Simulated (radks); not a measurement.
Results of a calculation; reference values are marked as such.
How relativity changes the ionisation of the boron ion B+ ([He] 2s2) to B2+ ([He] 2s1). Spin-unpolarised spherical Kohn-Sham, PBEsol, point nucleus unless stated (finite: rms radius 2.406 fm), a radial shooting solver on a logarithmic mesh with Libxc functionals. A level marked "c x" has the speed of light scaled by that factor.

| level | E(B+) (hartree) | E(B2+) (hartree) | IE (eV) | HOMO | <r> HOMO (bohr) |
|---|---|---|---|---|---|
| non-rel. | -24.16300 | -23.23492 | 25.254 | 2s | 1.785 |
| scalar-rel. | -24.17061 | -23.24226 | 25.262 | 2s | 1.784 |
| scalar-rel., finite nucleus | -24.17061 | -23.24226 | 25.262 | 2s | 1.784 |
| Dirac | -24.17061 | -23.24226 | 25.262 | 2s1/2 | 1.784 |
| Dirac, finite nucleus | -24.17061 | -23.24226 | 25.262 | 2s1/2 | 1.784 |
| Dirac, c x 1.25 | -24.16787 | -23.23962 | 25.259 | 2s1/2 | 1.785 |
| Dirac, c x 2 | -24.16490 | -23.23676 | 25.256 | 2s1/2 | 1.785 |
| Dirac, c x 10 | -24.16308 | -23.23499 | 25.255 | 2s1/2 | 1.785 |

NIST Atomic Spectra Database: 25.155 eV (measured). The relativistic part of the total energy of B+ is -0.007604 hartree (Dirac, finite nucleus), 0.031 % of the non-relativistic value. Spin polarisation and multiplet splitting of open shells are left out at every level.

Beside tabulated values, note that spin-unpolarised runs miss the spin-polarisation part of the exchange energy of open shells.
